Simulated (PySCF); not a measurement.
## L and K shells in `[SiH3][SiH2]O[SiH2]P`

Species: H9OPSi3.
Bonds: Si1–Si2, Si2–O3, O3–Si4, Si4–P5. Hydrogens: H6, H7, H8 on Si1; H9, H10 on Si2; H11, H12 on Si4; H13, H14 on P5.

The calculation used delta-SCF UKS SCAN, pcX-2 on the ionised atom, pcseg-1 elsewhere, spin-free X2C (PySCF 2.14.0). Each binding energy is the total energy of the core-ionised species, with the hole localised on one atom, minus that of the ground state; both are solved self-consistently, so orbital relaxation is included. The 2p values add to the ΔSCF energy of one spin-free hole a correction within the shell (spin–orbit coupling, ligand field). The splitting includes the ligand field, and 2p3/2 is the mean of two sublevels.

Q: Give the 2p3/2 and 2p1/2 binding energies and the splitting.

A: 
```tsv
atom	environment	2p3/2 (eV)	2p1/2 (eV)	splitting (eV)	mean of the shell (eV)
Si1	SiH3 silicon	106.47	107.09	0.62	106.68
Si2	oxygen-bound silicon	107.20	107.83	0.63	107.41
Si4	oxygen-bound silicon	107.42	108.05	0.63	107.63
P5	three-coordinate phosphorus	136.37	137.26	0.89	136.67
```

Q: What are the 1s binding energies of the same atoms?

A: Si1 1846.17 eV; Si2 1847.08 eV; Si4 1847.33 eV; P5 2149.90 eV.

Q: Which Kα1 and Kα2 emission energies and wavelengths follow?

A: The photon carries the difference of the 1s-hole and 2p-hole states, both at the ground state's geometry; λ = 12398.42 eV Å/E.

| atom | Kα1 (eV) | Kα2 (eV) | λ(Kα1) (Å) | λ(Kα2) (Å) |
| --- | --- | --- | --- | --- |
| Si1 | 1739.70 | 1739.08 | 7.1268 | 7.1293 |
| Si2 | 1739.88 | 1739.25 | 7.1260 | 7.1286 |
| Si4 | 1739.91 | 1739.28 | 7.1259 | 7.1285 |
| P5 | 2013.53 | 2012.64 | 6.1576 | 6.1603 |

Over the 3 silicon sites the 1s value ranges over 1.16 eV, 2p3/2 over 0.95 eV and Kα1, their difference, over 0.21 eV.

2p1/2 minus 2p3/2 by element: Si (Z = 14) 0.62 eV, P (Z = 15) 0.89 eV.

Q: And the 1s levels of the other atoms?

A: O3 (siloxane oxygen) 537.73 eV.

One conformer (not necessarily the lowest) at the PBE0-D3(BJ)/def2-SVP geometry, without solvent, vibrations or thermal averaging.

Conformer computed: `[SiH3:1][SiH2:2][O:3][SiH2:4][PH2:5]`: Si1–Si2–O3–Si4 71°, Si2–O3–Si4–P5 9°, H–P5–Si4–O3 83°, H–P5–Si4–O3 177°.
